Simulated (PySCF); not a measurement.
# Spinor energies of K¹⁶⁺ (potassium, charge +16)

Start: [He] 2s1; 2s1/2 filled at m_j = +1/2. Calculated with PySCF 2.14 in an uncontracted even-tempered set (17 s from 3.4 bohr⁻², ratio 2.4; 10 p from 4.4 bohr⁻², ratio 2.4; 5 d from 13 bohr⁻², ratio 2.6; 4 f from 20 bohr⁻², ratio 2.6): generalised Hartree-Fock with the X2C-1e Hamiltonian and a Gaussian nucleus; one run each with spin-orbit coupling (SO) switched off, then screened by Boettger's factors.

```
spinor shell  electrons  ε, spin-free (eV)  ε, screened SO (eV)  weight of nominal j (screened SO)  rms radius, screened SO (bohr)
       1s1/2          2            -4516.6              -4516.6                              1.000                          0.0925
       2s1/2          1            -1034.6              -1034.6                              1.000                           0.363
```

```csv
quantity,spin-free,screened SO
E (hartree),-388.88187,-388.88187
M_J,1/2,1/2
⟨J²⟩,0.750,0.750
⟨L²⟩,0.000,0.000
⟨S²⟩,0.750,0.750
```

Each row is a mean over spinors that exchange with the open shell spreads, by up to 10.489 eV (1s1/2).

Without spin-orbit coupling the j labels of p, d and f shells carry no meaning; the spin-free column gives the mean over the occupied spinors of each nl shell.
